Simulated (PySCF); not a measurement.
Compound: C₃H₂Cl₄.
SMILES: `Cl/C=C\C(Cl)(Cl)Cl`

Linear response at PBE0/def2-SVPD (PySCF, frozen core in the response, non-relativistic). Geometry: PBE0-D3(BJ)/def2-SVP; no solvent, vibrations or thermal averaging.

Static isotropic polarisability: 91.95 au (13.63 Å³), principal values 81.0, 83.3, 111.5 au.

(1) What is the polarisability at 1064 nm and at the sodium D line?

(2) What is the isotropic C6 coefficient between two such molecules, C6 = (3/π)∫α(iω)² dω?

(3) Which effective excitation energy ω̄ makes London's formula C6 = (3/4)α²ω̄ exact here?

(4) What three-body coefficient follows from the one-pole estimate C9 = (3/4)·α·C6?

(5) How many electrons N does the Slater–Kirkwood formula C6 = (3/4)·√N·α^(3/2) need to give this C6?

(6) What molar refraction at the D line follows from R = (4π/3)·N_A·α′, with α′ the polarisability volume?

(7) How anisotropic is the static polarisability, by Δα² = ½[(α1 − α2)² + (α2 − α3)² + (α3 − α1)²]?

(8) What n − 1 at the D line would an ideal gas of it have at 273.15 K and 1 atm (2.6868 × 10¹⁹ cm⁻³), by n − 1 = 2π·N·α′?

Results:

(1) 92.82 au at 1064 nm (+0.9 %), 94.93 au at 589.3 nm (+3.2 %). The rise at 589.3 nm is 3.41 times that at 1064 nm; a pure ω² law gives 3.26. The lowest singlet lies at 218 nm, shorter than both wavelengths.

(2) 3397 au (Eh·bohr⁶) by a ten-point quadrature over imaginary frequencies, which is 2030 eV·Å⁶ or 196 J·nm⁶/mol.

(3) ω̄ = 4·C6/(3α²) = 0.536 Eh = 14.6 eV. A one-pole form α(ω) = α/(1 − ω²/ω̄²) fitted to the 1064 nm value gives 12.0 eV.

(4) 234000 au. This is an estimate from the two numbers above, not a computed integral.

(5) N = (4·C6/3)²/α³ = 26.4; the species has 88 electrons in all.

(6) α′ = 14.07 Å³ gives R = 35.48 cm³/mol, for isolated, non-vibrating species.

(7) Δα = 29.4 au, or 0.32 of the isotropic value.

(8) 23.75 × 10⁻⁴, a formal value whether or not that pressure can be reached.

Shape of the structure used: `[Cl:1]/[CH:2]=[CH:3]\[C:4]([Cl:5])([Cl:6])[Cl:7]`: C2–C3–C4–Cl5 -61°.
